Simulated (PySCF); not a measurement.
MnCl3: Mn(III) (d4), charge 0. The structure is a PBE0-D3(BJ)/def2-TZVP geometry optimised for multiplicity 5; coordination trigonal planar, point group C2v, metal–donor distances 2.13 Å.

```
4

Mn    0.0000    0.0000    0.0000
Cl    2.1258    0.0000    0.0000
Cl   -0.6824    2.0247    0.0000
Cl   -0.6824   -2.0247    0.0000
```

Method (PySCF 2.14, density fitting): CASSCF(4,5) with orbitals averaged over all microstates of the shell, strongly contracted NEVPT2 on the averaged canonical orbitals; basis x2c-TZVPall on the metal, x2c-SVPall elsewhere; spin-free X2C; gas phase; spin-orbit coupling by state interaction with the mean-field operator over all roots.

(1) Which term lies lowest, and with what spin?

(2) Where do the spin-allowed transitions within the shell lie?

(3) Which is the lowest state of another spin?

(4) What ligand-field parameters describe the result?

(5) What are the magnetic parameters?

No frequencies were computed for the optimised geometry. Charge-transfer states lie outside this active space and may come lower than some of these levels. NEVPT2 lifts 5B2 from 5770 to 7354 cm⁻¹; on the d shell alone such lifts tend to overshoot. NEVPT2 on the d shell alone tends to put d–d bands too high for such charged or covalently bound ions. Gaps between spin states lean to high spin in this active space.

The job took 7 s on one thread of Arm Neoverse V2 (shared host), with 102 basis functions, launched as `OMP_NUM_THREADS=1 python lf_run.py task.json out`.

## Answers

(1) 5A1 (S = 2, orbital degeneracy 1), orbital occupations from the lowest 1.0 1.0 1.0 1.0 0.0, by NEVPT2.

(2) By NEVPT2: 5B2 at 7354 cm⁻¹ (1360 nm); 5A2 at 16210 cm⁻¹ (617 nm); 5B1 at 18059 cm⁻¹ (554 nm); 5A1 at 21137 cm⁻¹ (473 nm). The strongest, at 21137 cm⁻¹, has f = 9.3e-04.

(3) 3A2 at 20349 cm⁻¹ by NEVPT2; CASSCF alone puts it at 21798 cm⁻¹ above the same ground state.

(4) At CASSCF level (the NEVPT2 levels don't fit a ligand-field model well): orbital energies 0, 1462, 2808, 9719, 14729 cm⁻¹; B = 1004 cm⁻¹; C = 3798 cm⁻¹; B over its free-ion value at the same level 0.819; rms of the fit 329 cm⁻¹; ζ = 302 cm⁻¹ (free ion 363).

(5) The ground multiplet follows a spin Hamiltonian with S = 2, g = 1.950, 1.993, 1.996, D = -3.76 cm⁻¹, E/|D| = 0.06 (spin-orbit part alone); the lowest levels hold 100 % of the spin-free ground state. μeff is 4.86 μB at 300 K and 4.68 μB at 10 K; the spin-only value is 4.90 μB.
